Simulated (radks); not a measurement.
Initial-state core-level shifts of the rhodium ion Rh+ when its valence configuration changes from [Kr] 4d8. Calculated with a radial shooting solver on a logarithmic mesh with Libxc functionals: Dirac Kohn-Sham, BLYP, spin-unpolarised, spherical densities, point nucleus; open shells fill j = l - 1/2 first. Shifts are changes of the shell-averaged eigenvalues in eV (positive: less bound).

valence	2s	2p	3s	3p
4d7 5p1	-5.540	-5.521	-5.488	-5.487
4d6 5p2	-11.550	-11.508	-11.388	-11.387
4d7.5 5p0.5	-2.706	-2.697	-2.687	-2.687
4d6 5s2	-9.126	-9.087	-8.932	-8.933
4d7 5s1	-4.281	-4.263	-4.210	-4.211
4d6 5s1.5 5p0.5	-9.755	-9.716	-9.569	-9.570
4d7.5 5s0.5	-2.066	-2.058	-2.037	-2.037
4d5.5 5s0.5 5p2	-14.146	-14.091	-13.896	-13.896
4d6.5 5s1 5p0.5	-7.271	-7.243	-7.154	-7.155
